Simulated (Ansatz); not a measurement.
`[CH3][Al]([F])[F]` + H₂Se → `[F][Al]([F])[SeH]` + CH₄  (ligand exchange at the Al–C bond)

Gas-phase electronic energies from Ansatz, PBE0-D4/def2-TZVP geometries. CCSD(T)/CBS is the MP2 limit (def2-TZVPP, def2-QZVPP) plus CCSD(T) − MP2 in def2-TZVPP, frozen cores. This one scheme is used for every species. Functionals use def2-TZVPP. For Se outer-core shells are correlated without core-valence functions, which leaves a few kJ/mol of doubt a bond. Scalar relativity is left out up to krypton. Each species was taken in one conformer, which may not be the lowest.

Q: Is it downhill or uphill in electronic energy at CCSD(T)/CBS, and by how much? (An estimate is asked.)

A: Computed: Downhill: ΔE = -114.2 kJ/mol.

Q: What do these levels give: r2SCAN-D4, B97M-V, BHLYP-D4, B2PLYP, BLYP, PBE0, r2SCANh, r2SCAN0, HF/def2-SVP, MP2/def2-SVP, HF/def2-QZVPP, HF/CBS(def2)? (Best estimate.)

A: The calculation gave: r2SCAN-D4 -114.4, B97M-V -110.1, BHLYP-D4 -115.5, B2PLYP -111.5, BLYP -105.5, PBE0 -111.4, r2SCANh -114.8, r2SCAN0 -115.5, HF/def2-SVP -115.3, MP2/def2-SVP -114.4, HF/def2-QZVPP -117.8, HF/CBS(def2) -117.8 kJ/mol.

Largest T1 diagnostic among the species: 0.012.

At CCSD(T), def2-SVP lies +4.1 kJ/mol from the extrapolated value and def2-TZVPP +2.8 kJ/mol. Leaving LDA and LC-ωPBE aside and taking each functional with its dispersion term where it has one, the values, not all of them listed here, spread over 8.3 kJ/mol, from r2SCAN0-D4 to CAM-B3LYP-D4. LDA lies +4.5 kJ/mol from PBE without D4. From BLYP to BHLYP (50 % exact exchange), in def2-TZVPP and without D4, ΔE moves by −6.9 kJ/mol.
